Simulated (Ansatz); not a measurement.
Molecule: tetramethylgermane, C4H12Ge, charge 0, multiplicity 1. 
Coordinates optimised at B3LYP-D3(BJ)/def2-TZVP (Ansatz, a quantum-chemistry and plane-wave program):
```
Ge
C 1 1.9703
H 2 1.0908 1 110.56
H 2 1.0908 3 108.36 1 121.32
H 2 1.0908 3 108.36 4 117.37
C 1 1.9703 2 109.47 3 -180.00
H 6 1.0908 1 110.56 2 180.00
H 6 1.0908 7 108.36 1 121.32
H 6 1.0908 7 108.36 8 117.37
C 1 1.9703 2 109.47 3 -60.00
H 10 1.0908 1 110.56 2 -180.00
H 10 1.0908 11 108.36 1 121.32
H 10 1.0908 11 108.36 12 117.37
C 1 1.9703 2 109.47 3 60.00
H 14 1.0908 1 110.56 2 60.00
H 14 1.0908 15 108.36 1 121.32
H 14 1.0908 15 108.36 16 117.37
```

Total electronic energies in hartree. Valence correlation only, unless marked. No spin-orbit coupling. Frozen are the shells of the preceding noble gas and the d and f shells that filled before the atom's block. No relativistic terms. CBS marks a two-point X^-3 extrapolation of the correlation energy; Hartree-Fock from the larger set. The bracket is a focal-point correction in the basis named.

| level | program | energy (Eh) |
|---|---|---|
| HF/cc-pVDZ | Ansatz | -2233.82143 |
| HF/cc-pVQZ | Ansatz | -2233.96155 |
| BLYP-D4/def2-TZVPD | Ansatz + dftd4 | ___ |
| revPBE-D4/def2-TZVPD | Ansatz + dftd4 | ___ |
| B3LYP/def2-TZVPD | Ansatz | -2236.79956 |
| PBE0/def2-TZVPD | Ansatz | ___ |
| PBE0/def2-QZVPP | Ansatz | -2236.33284 |
| LC-wPBE/def2-TZVPD | Ansatz | -2236.37865 |
| wB97X/def2-TZVPD | Ansatz | -2236.74589 |
| MP2/aug-cc-pVDZ | Ansatz | -2234.55090 |
| SCS-MP2/STO-3G | Ansatz | -2208.71987 |
| CCSD/aug-cc-pVTZ | Ansatz | -2234.87149 |
| CCSD(T)/aug-cc-pVTZ | Ansatz | -2234.90763 |
| RI-MP2/CBS(cc-pVTZ,cc-pVQZ)+[CCSD(T)-MP2]/cc-pVTZ | Ansatz | -2234.9954 |
| CCSD(T)/CBS(cc-pVTZ,cc-pVQZ) | Ansatz | -2234.9836 |

Problem. Complete the blanks.

Solution. 
- BLYP-D4/def2-TZVPD, energy (Eh): -2236.70892
- revPBE-D4/def2-TZVPD, energy (Eh): -2236.56224
- PBE0/def2-TZVPD, energy (Eh): -2236.27559
